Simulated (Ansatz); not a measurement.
Reaction (ligand exchange at a B–Cl bond): `C[SiH2]B(F)Cl` + H–F → `C[SiH2]B(F)F` + HCl

Computed with Ansatz on PBE0-D4/def2-TZVP structures; ΔE is electronic, products minus reactants. CBS: MP2 limit from def2 TZ/QZ plus the TZ coupled-cluster correction, frozen cores. This one scheme is used for every species. DFT in def2-TZVPP. B3LYP here is the variant with VWN-RPA as its local correlation; programs differ in this. One conformer a species, not always the lowest.

`C[SiH2]B(F)Cl`:

Cartesian coordinates in Å:
```
C 0.642 0.955 0.943
Si -0.423 0.419 -0.497
B -0.420 -1.598 -0.734
F -1.100 -2.185 -1.697
Cl 0.492 -2.655 0.338
H 1.677 0.638 0.796
H 0.629 2.041 1.056
H 0.284 0.509 1.874
H 0.056 1.025 -1.772
H -1.838 0.849 -0.306
```

H–F:

```xyz
2

F     0.184   -0.376    0.191
H    -0.184    0.376   -0.191
```

`C[SiH2]B(F)F`:

```xyz
10

C     1.429   -0.075   -0.456
Si   -0.284    0.640   -0.216
B    -1.498   -0.623    0.822
F    -1.085   -1.803    1.254
F    -2.750   -0.313    1.104
H     1.381   -1.017   -1.007
H     1.904   -0.272    0.507
H     2.064    0.615   -1.015
H    -0.226    1.928    0.531
H    -0.936    0.918   -1.527
```

HCl:

```xyz
2

Cl    0.266   -0.532    0.234
H    -0.266    0.532   -0.234
```

| level | ΔE (kJ/mol) |
| --- | --- |
| B3LYP-D4 | -63.5 |
| MP2/def2-TZVPP | -55.6 |
| HF/CBS(def2) | -80.1 |
| CCSD/CBS(def2) | -60.6 |

Task: What does CCSD(T)/CBS give? (Best estimate.)

Result: Computed: -57.1 kJ/mol. The listed levels differ from it by -6.4, 1.5, -23.0, -3.5 kJ/mol.

Largest T1 diagnostic among the species: 0.013.

The D4 term adds +6.3 kJ/mol with B3LYP and +3.4 kJ/mol with PBE0; it sums over pairs of atoms, weighted by their polarisabilities, and B3LYP, whose exchange is more repulsive, gets the larger term. In def2-TZVPP, CCSD(T) changes the Hartree–Fock value by +17.3 kJ/mol (the triples alone add +3.5 kJ/mol) and MP2 by +23.7 kJ/mol.
